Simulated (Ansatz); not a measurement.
Ansatz (a first-principles code) input (PBE/def2-TZVP):

Ansatz 0.2 input:
```yaml
crystal:
  periodic: [false, false, false]
  atoms:
    - {symbol: Te, position_ang: [0.25471891, 0.08865069, -0.20027219]}
    - {symbol: C, position_ang: [-1.38025393, -0.47857330, 1.09351974]}
    - {symbol: H, position_ang: [-1.02245318, -1.15527232, 1.86365400]}
    - {symbol: H, position_ang: [-2.10754438, -0.99218006, 0.46527763]}
    - {symbol: H, position_ang: [-1.83386232, 0.40905636, 1.52410392]}
basis:
  gaussian:
    orbitals: def2-TZVP
hamiltonian:
  xc: {name: PBE}
magnetization: {spin_polarized: true, initial_magnetization: 1}
relax: {f_tol: 0.003, max_steps: 100}
```

End of the output:

```
698 factors; their error is unknown
mean field: 0.27 GiB planned
mean field evaluation 96: about -8377.2133 eV, gradient 5.9e-6 eV
mean field -8377.21326759 eV, -307.8569093048 hartree, gradient 5.9e-6 eV, S^2 0.752803; 0 other end points of the search recorded, 0 dependent functions left out
the calculation of the forces begins
reference -8377.21329906 eV, -307.8569104613 hartree; 17, 16 occupied and 82, 83 virtual orbitals, 698 factors
relax step   3: F+E_penalty+E_count = -8377.21326759 eV  Δ(F+E_penalty+E_count) = -3.577e-4 eV  max|allowed force component| = 1.273e-2 eV/Å  Δτ_max = 0.0044 Å  (48 SCF iters, accepted)
these checks for a lower state are left out or cut short: starts, cluster_reference, orbital_swaps, neighbouring_geometries, increment
integrals: 0.02 GiB planned
698 factors; their error is unknown
mean field: 0.27 GiB planned
mean field -8377.21328200 eV, -307.8569098344 hartree, gradient 5.8e-6 eV, S^2 0.752801; 0 other end points of the search recorded, 0 dependent functions left out
the calculation of the forces begins
reference -8377.21331347 eV, -307.8569109910 hartree; 17, 16 occupied and 82, 83 virtual orbitals, 698 factors
relax step   4: F+E_penalty+E_count = -8377.21328200 eV  Δ(F+E_penalty+E_count) = -1.441e-5 eV  max|allowed force component| = 2.590e-3 eV/Å  Δτ_max = 0.0021 Å  (48 SCF iters, accepted)
integrals: 0.02 GiB planned
698 factors; their error is unknown
mean field: 0.27 GiB planned
mean field evaluation 128: about -8377.1997 eV, gradient 6.6e0 eV
mean field evaluation 160: about -8377.1924 eV, gradient 5.0e-1 eV
mean field -8377.21328200 eV, -307.8569098344 hartree, gradient 5.8e-6 eV, S^2 0.752801; 5 other end points of the search recorded, 0 dependent functions left out
the calculation of the forces begins
reference -8377.21331347 eV, -307.8569109910 hartree; 17, 16 occupied and 82, 83 virtual orbitals, 698 factors
Total energy: -8377.21331347 eV, -307.8569109910 hartree
Atom 0 at     0.253872     0.087828    -0.202038 Å, force    -0.000727     0.000064     0.002035 eV/Å
Atom 1 at    -1.376936    -0.476768     1.093909 Å, force     0.001194     0.000269    -0.001617 eV/Å
Atom 2 at    -1.019384    -1.161673     1.869078 Å, force    -0.000646     0.001254    -0.001832 eV/Å
Atom 3 at    -2.108926    -0.994296     0.458830 Å, force    -0.000741     0.000178     0.002590 eV/Å
Atom 4 at    -1.838021     0.416590     1.526503 Å, force     0.000920    -0.001765    -0.001177 eV/Å
Dipole moment:    -0.198290    -0.070353     0.149726 e Å
```

It need not be the lowest isomer of its formula.
